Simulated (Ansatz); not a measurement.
```yaml
crystal:
  periodic: [false, false, false]
  atoms:
    - {symbol: Sr, position_ang: [-0.830607, -1.020086, -0.497022]}
    - {symbol: O, position_ang: [0.643483, 0.397360, -0.484487]}
    - {symbol: O, position_ang: [0.172605, 0.497705, 0.895525]}
basis:
  gaussian: {orbitals: ANO-RCC-VTZP}
total_charge: -1
magnetization: {spin_polarized: true, initial_magnetization: 3}
hamiltonian: {xc: {name: rPW86-PBE}}
scf: {omitted_lower_state_checks: [starts]}
output: {forces: true}
```

```sh
$ ansatz run in.yaml --threads 4 --pin off --events-out ev --progress --plain --max-ram 3916MiB
```

Shortened log:

```
Functional definition: rPW86-PBE
881 factors; their error is unknown
mean field evaluation 1: about -90623.1321 eV, gradient 5.4e1 eV
mean field evaluation 2: about -90542.4501 eV, gradient 1.5e2 eV
mean field evaluation 4: about -90638.1491 eV, gradient 3.7e1 eV
mean field evaluation 8: about -90643.5283 eV, gradient 3.9e-1 eV
mean field evaluation 16: about -90643.5048 eV, gradient 6.3e-3 eV
mean field -90643.50477857 eV, -3331.0873602382 hartree, gradient 4.4e-6 eV, S^2 3.753725; 0 other end points of the search recorded, 0 dependent functions left out
reference -90643.50487336 eV, -3331.0873637215 hartree; 29, 26 occupied and 78, 81 virtual orbitals, 881 factors
Total energy: -90643.50487336 eV, -3331.0873637215 hartree
Relativity: scalar
Atom 0 at    -0.830607    -1.020086    -0.497022 Å, force    -3.112255    -3.094785    -0.281994 eV/Å
Atom 1 at     0.643483     0.397360    -0.484487 Å, force     2.681353     2.866913     0.744912 eV/Å
Atom 2 at     0.172605     0.497705     0.895525 Å, force     0.430902     0.227872    -0.462919 eV/Å
Dipole moment:     0.157837     0.185216     0.085024 e Å
Checks for a lower state left out: starts
```

Run time 17 s (4 threads of Arm Neoverse V2 on a shared host).

DK, ANO-RCC and x2c sets are all-electron and run with scalar relativity unless a key says otherwise. The highest occupied level of an anion often lies above zero with these methods, and sets without diffuse functions describe the outer electron poorly.

The dipole of an ion depends on the origin.
